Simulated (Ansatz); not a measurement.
`[F][Ge]([F])([F])[F]` + HI → `[F][Ge]([F])([F])[I]` + H–F at 600 K and 1 bar (ligand exchange at a Ge–F bond).

Calculated with Ansatz (gas phase, PBE0-D4/def2-TZVP geometries, no zero-point term in ΔE). CCSD(T)/CBS is the MP2 limit (def2-TZVPP, def2-QZVPP) plus CCSD(T) − MP2 in def2-TZVPP, frozen cores. This one scheme is used for every species. def2 core potentials past Kr. For Ge, I outer-core shells are correlated without core-valence functions, which leaves a few kJ/mol of doubt a bond. Scalar relativity is left out up to krypton.

| species | CCSD(T)/CBS energy (Eh) | H − E (kJ/mol) | S (J/(mol·K)) |
| --- | --- | --- | --- |
| `[F][Ge]([F])([F])[F]` | -2475.42984 | 71.1 | 366.9 |
| HI | -298.03592 | 31.6 | 227.0 |
| `[F][Ge]([F])([F])[I]` | -2673.08048 | 69.4 | 413.7 |
| H–F | -100.39570 | 42.3 | 194.0 |

H − E and S are ideal-gas, rigid-rotor, harmonic terms from PBE0-D4/def2-TZVP. 1 Eh = 2625.50 kJ/mol, R = 8.31446 J/(mol·K).

Problem. By hand: ΔE, ΔH, ΔS and ΔG.

Solution. ΔE = (-2673.08048) + (-100.39570) − (-2475.42984) − (-298.03592) = -0.01042 Eh = -27.4 kJ/mol. Δ(H − E) = 69.4 + 42.3 − 71.1 − 31.6 = 9.0, so ΔH = -18.4 kJ/mol. ΔS = 413.7 + 194.0 − 366.9 − 227.0 = 13.8 J/(mol·K). ΔG = -18.4 − 600 × (13.8)/1000 = -26.7 kJ/mol.

Problem. By hand: the equilibrium constant, and the temperature at which ΔG would vanish if ΔH and ΔS stayed fixed.

Solution. log₁₀ K = −ΔG/(RT ln 10) = 2.3. ΔH and −TΔS have one sign here, so there is no such temperature.

TΔS isn't small against ΔH here. A doubt of 5 kJ/mol in ΔE shifts log₁₀ K by 0.4 here. These are equilibria of isolated gas molecules and say nothing of rates. Largest T1 diagnostic: 0.012 (customary marks: 0.02 for closed shells, 0.045 for open ones).
